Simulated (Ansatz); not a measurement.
SnF₂. Total charge 0; singlet. Geometry PBE0-D4/def2-TZVP.

```xyz
3

Sn   -0.483    0.679   -0.226
F    -0.425   -0.392    1.381
F     0.908   -0.287   -1.155
```

In the def2 sets Sn takes a core potential; there is no spin–orbit coupling.

Estimate the orbital energies around the gap (eV) in Ansatz with PBE-D4/def2-TZVP, BLYP-D4/def2-TZVP, PBE0-D4/def2-SVP, PBE0-D4/def2-TZVP, CAM-B3LYP-D4/def2-TZVP.


```tsv
orbital	PBE-D4/def2-TZVP	BLYP-D4/def2-TZVP	PBE0-D4/def2-SVP	PBE0-D4/def2-TZVP	CAM-B3LYP-D4/def2-TZVP
HOMO−5	-9.79	-9.67	-11.35	-11.68	-13.21
HOMO−4	-9.22	-9.13	-10.82	-11.15	-12.75
HOMO−3	-9.15	-9.06	-10.80	-11.15	-12.74
HOMO−2	-8.77	-8.68	-10.31	-10.72	-12.28
HOMO−1	-8.51	-8.42	-10.12	-10.50	-12.05
HOMO	-7.46	-7.40	-8.48	-8.72	-10.09
LUMO	-3.44	-3.42	-2.61	-2.77	-1.88
LUMO+1	-1.39	-1.37	-0.34	-0.71	0.08
LUMO+2	-0.87	-0.86	0.41	-0.13	0.64
LUMO+3	2.30	2.28	4.22	2.82	3.36
LUMO+4	2.73	2.71	6.15	3.37	4.08
LUMO+5	3.16	3.14	7.41	3.82	4.52
```
